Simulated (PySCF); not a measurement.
Zn(F)2 anion (F2Zn), SMILES [Zn]([F])[F] (connectivity only; charge and spin as stated), charge -1, multiplicity 2. Atoms are numbered in the order given.

```xyz
3

Zn     0.0000     0.0000     0.3643
F      0.0000    -1.5976    -0.6071
F      0.0000     1.5976    -0.6071
```
Charge -1, spin multiplicity 2.

Geometry: r2SCAN-D4/def2-SVPD. The spin state was assumed, not searched. The isomer is the one that the SMILES or the coordinates give; other isomers of the formula were not compared.

Computed with IEF-PCM-PBE0/def2-SVPD (PySCF).

The values are the electrostatic part of the solvation free energy, E(continuum) − E(gas) at the gas-phase geometry, in a cavity of scaled van der Waals radii (PySCF's table); cavitation and dispersion terms are not included. A continuum can't describe solvent molecules that bind to the metal.

Computed values in water (ε = 78.36), cyclohexanone (ε = 15.62), diethylether (ε = 4.24):
```csv
solvent,ε,ΔG(elec) (kcal/mol)
water,78.36,-60.8
cyclohexanone,15.62,-57.3
diethylether,4.24,-46.0
```
